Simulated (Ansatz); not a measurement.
Total energies of BH6N3, SMILES `NB(N)N`.

Z-matrix (Å, degrees):
```
N
B 1 1.427
H 1 1.003 2 122.5
H 1 1.003 2 122.6 3 -163.5
N 2 1.426 1 119.9 3 -10.9
N 2 1.426 1 120.1 3 169.0
H 5 1.002 2 122.8 1 -8.2
H 5 1.002 2 122.9 1 -176.5
H 6 1.002 2 123.1 1 173.2
H 6 1.002 2 123.1 1 -0.1
```

The species carries charge 0 and has multiplicity 1. The geometry is a stationary point of PBE0-D4/def2-TZVP. It is one conformer, not always the lowest. Basis def2-TZVPP, Ansatz 0.2.0.

RPA on PBE orbitals: Hartree–Fock energy of these orbitals -191.70465 Eh, correlation -1.18745 Eh (frozen core).

```
functional  energy without D4 (Eh)  D4 term (kJ/mol)
      PBE0              -192.69919             -11.5
   r2SCAN0              -192.79580              -3.9
```

Problem. Give the same for LDA (SPW92), PBE, revPBE, BLYP, r2SCAN, B97M-V, B3LYP, r2SCANh, HSE06 (plane-wave form), BHLYP, CAM-B3LYP, LC-ωPBE, ωB97X-V, ωB97M-V, B2PLYP, PBE-QIDH. (Estimate.)

Solution. The calculation gave: 
```
             functional  energy without D4 (Eh)  D4 term (kJ/mol)
            LDA (SPW92)              -191.27548                 –
                    PBE              -192.67950             -13.9
                 revPBE              -192.86185             -49.9
                   BLYP              -192.85493             -31.6
                 r2SCAN              -192.81644              -3.4
                 B97M-V              -192.90775                 –
                  B3LYP              -192.93912             -22.2
                r2SCANh              -192.80791              -3.5
HSE06 (plane-wave form)              -192.68866             -10.5
                  BHLYP              -192.82081             -15.0
              CAM-B3LYP              -192.84238             -11.3
                LC-ωPBE              -192.81064                 –
                ωB97X-V              -192.86664                 –
                ωB97M-V              -192.84835                 –
                 B2PLYP              -192.77173                 –
               PBE-QIDH              -192.67459                 –
```

B3LYP takes the VWN-RPA correlation (the form of Gaussian; ORCA's B3LYP/G). HSE06 is the plane-wave form, built on full-range PBE exchange. The double hybrids freeze the cores in their second-order part.

LC-ωPBE has ω = 0.4 bohr⁻¹.
